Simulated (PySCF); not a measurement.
## Dipole moment and polarisability of `CCc1ccccn1`

C7H9N.
SMILES with atom numbers: `[CH3:1][CH2:2][c:3]1[cH:4][cH:5][cH:6][cH:7][n:8]1` (hydrogens: H9, H10, H11 on C1; H12, H13 on C2; H14 on C4; H15 on C5; H16 on C6; H17 on C7)

Geometry (GFN2-xTB, Å), atoms numbered from 1 in this order:
```
atom  x, y, z in Å
C1    -2.4150   -0.3687    0.5568
C2    -1.4739   -0.3804   -0.6492
C3    -0.0606   -0.1418   -0.2041
C4     0.4339    1.1482   -0.0254
C5     1.7333    1.3114    0.4199
C6     2.4969    0.1832    0.6784
C7     1.9133   -1.0568    0.4739
N8     0.6746   -1.2174    0.0446
H9    -3.4391   -0.5499    0.2390
H10   -2.1244   -1.1446    1.2608
H11   -2.3737    0.5927    1.0651
H12   -1.5267   -1.3529   -1.1389
H13   -1.7764    0.3936   -1.3572
H14   -0.1920    2.0024   -0.2370
H15    2.1457    2.3001    0.5639
H16    3.5147    0.2642    1.0263
H17    2.4624   -1.9713    0.6599
```

Level: B3LYP/def2-SVPD (PySCF), static field, nuclei fixed, core orbitals frozen in the response. The polarisability tensor in these axes (au):

```
x   109.08   1.79  10.96
y     1.79  89.06  -0.06
z    10.96  -0.06  63.53
```

Q: Diagonalise the tensor; give its mean and Δα, where Δα² is half the sum of the squared differences of the eigenvalues.

A: Principal values 61.02, 88.93 and 111.71 au; mean 87.22 au = 12.92 Å³ = 14.38 × 10⁻⁴⁰ C²·m²/J; Δα = 43.97 au (50 % of the mean).

Q: What is the dipole moment, and where does it point?

A: (0.36, 1.81, 0.21) D, 1.86 D in size, pointing from the negative to the positive side. Measured along this direction, the outermost atoms are H12 at the negative end and H15 at the positive end.

Q: Directions of the eigenvectors, and the extent of the frame along each?

A: Largest value along (0.97, 0.08, 0.22), where the nuclei span 7.00 Å; middle along (-0.07, 1.00, -0.03), 4.28 Å; least along (-0.22, 0.02, 0.97), 2.60 Å. The response follows the extents in order.

Q: In TDDFT the mean static polarisability is Σ f/ω² over all singlet excitations (ω in hartree). How much of it do the 8 lowest give? Their energies (eV) and oscillator strengths: 4.81, 0.0035; 5.07, 0.0004; 5.47, 0.0563; 6.20, 0.0782; 6.76, 0.0018; 6.83, 0.0135; 7.19, 0.3118; 7.22, 0.4698.

A: They add up to 14.40 au, 16.5 % of the 87.22 au; the largest single term is 6.67 au, from the state at 7.22 eV. Terms in order: 0.11, 0.01, 1.39, 1.51, 0.03, 0.21, 4.46, 6.67 au. Higher excitations give the rest. The strengths listed sum to 0.935.

Q: Refractivity n − 1 of an ideal gas of it at 350 K and 1 atm, from the electronic α?

A: N = p/kT = 2.0968 × 10¹⁹ cm⁻³, so n − 1 = 2π × N × 12.92 × 10⁻²⁴ cm³ = 1703 × 10⁻⁶ at long wavelengths, for an ideal gas.

Q: Rayleigh depolarisation ratio (linearly polarised light, static tensor)?

A: ρ = 3Δα²/(45ᾱ² + 4Δα²) = 5799.3/(342338 + 7732.4) = 0.0166.

Q: Find the Langevin capture rate constant for NO+ (29.998 u) meeting this molecule (107.073 u), k = 2.342 × 10⁻⁹ cm³/s × √(α in Å³ / reduced mass in u).

A: The reduced mass is 23.43 u, so k = 1.74 × 10⁻⁹ cm³/s. The formula leaves out the permanent dipole, which adds to the capture rate.

Isolated species at its GFN2-xTB geometry (one conformer only).
